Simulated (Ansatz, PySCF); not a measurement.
Spin states of CrH2O2 (SMILES [OH][Cr][OH]), each relaxed with B3LYP-D3(BJ)/def2-TZVP.
State 1 (charge 0, multiplicity 5):
```xyz
5

Cr     0.3332    -0.2329     0.3518
O      1.3538    -0.0653    -1.1328
H      1.5436     0.7173    -1.6562
O     -1.2977    -0.5121     1.0839
H     -1.9867     0.1227     1.2961
```
State 2 (charge 0, multiplicity 1):
```tsv
atom	x (Å)	y (Å)	z (Å)
Cr	0.1955	-0.4768	0.1377
O	1.3359	0.0728	-1.0387
H	1.6661	0.7087	-1.6755
O	-1.2293	-0.3605	1.1086
H	-2.0220	0.0857	1.4107
```

Singlets are restricted, other states unrestricted; no spin–orbit coupling, no relativity up to Kr; see below for the cores. The largest T1 diagnostic is 0.038.

Correlated levels freeze the inner cores; with def2 sets outer-core shells near the valence are correlated too.

Codes used: Ansatz (a first-principles code) with Gaussian orbitals; PySCF for the dispersion terms. Values without a source in brackets are computed.

```tsv
level	energy of the multiplicity-1 state less that of the multiplicity-5 state (kJ/mol)
PBE-D4/def2-TZVPP	214.0
BLYP-D4/def2-TZVPP	176.7
r2SCAN-D3(BJ)/def2-TZVPP	261.1
r2SCAN-D4/def2-TZVPP	261.1
B97M-V/def2-TZVPP	214.3
B3LYP/def2-TZVPP	215.5
BHLYP-D3(BJ)/def2-TZVPP	264.2
wB97M-V/def2-TZVPP	192.6
CCSD(T)/def2-TZVPP	…
```

Q: Complete the blanks.

A: 
- CCSD(T)/def2-TZVPP, energy of the multiplicity-1 state less that of the multiplicity-5 state (kJ/mol): 227.3

Doubts at one or more of the structures used: a restricted determinant that unrestricted orbitals would lower (CCSD(T)/def2-TZVPP).
